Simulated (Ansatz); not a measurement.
A set of 12 reactions (hydrolysis), with CCSD(T)/CBS values in kJ/mol:

| reaction | ΔE |
| --- | --- |
| `N[CH2][GeH2][OH]` + H₂O → `[OH][GeH2][OH]` + CH₃NH₂ | -50.9 |
| `C[O][Sc]([Cl])[Cl]` + H₂O → `C[O][Sc]([OH])[Cl]` + HCl | 46.5 |
| `BC([SiH3])B[SiH3]` + H₂O → `OB[SiH3]` + `BC[SiH3]` | -95.7 |
| `FC(Cl)(Br)Br` + H₂O → `OC(F)(Cl)Br` + HBr | -30.0 |
| `[Li][N](C)C` + H₂O → `[Li][OH]` + `CNC` | -92.3 |
| `C[O][Ga]([Cl])[Cl]` + H₂O → `[OH][Ga]([Cl])[Cl]` + CH₃OH | 1.0 |
| `[CH3][AlH][I]` + H₂O → `[CH3][AlH][OH]` + HI | 24.4 |
| `C=C(N)[SiH3]` + H₂O → `C=C(O)[SiH3]` + NH₃ | 23.9 |
| `C/C(BN)=C\F` + H₂O → `NBO` + `C/C=C\F` | -83.9 |
| `[OH][AlH]/[CH]=C/F` + H₂O → `O/C=C\F` + `[OH][AlH2]` | 103.1 |
| `[SH][SnH3]` + H₂O → `[OH][SnH3]` + H₂S | 47.4 |
| `CCBr` + H₂O → `CCO` + HBr | 41.2 |

Computed with Ansatz on PBE0-D4/def2-TZVP structures; ΔE is electronic, products minus reactants. CCSD(T)/CBS adds triple-zeta CCSD(T) − MP2 to the extrapolated MP2 energy (def2 sets, frozen cores). This one scheme is used for every species. Double bonds are as drawn, so ΔE can hold a change between cis and trans. DFT in def2-TZVPP. B3LYP here is the variant with VWN-RPA as its local correlation; programs differ in this. def2 core potentials past Kr. For Br, Ga, Ge, I, Li, Sc, Sn outer-core shells are correlated without core-valence functions, which leaves a few kJ/mol of doubt a bond. Scalar relativity is left out up to krypton. One conformer a species, not always the lowest.

Give the mean, mean absolute and largest difference (level minus CCSD(T)/CBS, kJ/mol) for: PBE-D4, r2SCAN-D4, PBE0-D4, B3LYP-D4, r2SCAN, PBE0, HF/def2-TZVPP, MP2/def2-TZVPP, SCS-MP2/def2-TZVPP, CCSD(T)/def2-TZVPP, HF/def2-QZVPP, SCS-MP2/def2-QZVPP, HF/CBS(def2), CCSD/CBS(def2). (An estimate is asked.)

Ansatz gave: 
| level | mean | mean absolute | largest |
| --- | --- | --- | --- |
| PBE-D4 | -2.3 | 3.9 | -14.0 |
| r2SCAN-D4 | -5.2 | 5.6 | -13.6 |
| PBE0-D4 | -1.5 | 4.1 | -11.0 |
| B3LYP-D4 | -6.6 | 6.6 | -13.9 |
| r2SCAN | -6.1 | 6.4 | -14.1 |
| PBE0 | -4.6 | 5.9 | -14.0 |
| HF/def2-TZVPP | -15.6 | 16.9 | -47.0 |
| MP2/def2-TZVPP | 0.6 | 2.2 | 5.1 |
| SCS-MP2/def2-TZVPP | -4.5 | 4.6 | -11.8 |
| CCSD(T)/def2-TZVPP | -3.8 | 4.6 | -8.8 |
| HF/def2-QZVPP | -15.6 | 17.0 | -46.4 |
| SCS-MP2/def2-QZVPP | -2.4 | 3.2 | -8.4 |
| HF/CBS(def2) | -15.6 | 17.0 | -46.3 |
| CCSD/CBS(def2) | -2.0 | 2.0 | -5.9 |

The largest T1 diagnostic in the set is 0.015, for `C[O][Sc]([OH])[Cl]` (customary mark 0.02).

CCSD(T)/CBS is a level of theory with its own doubt, and the functionals carry their triple-zeta basis error, so these figures describe this set and don't rank the functionals.
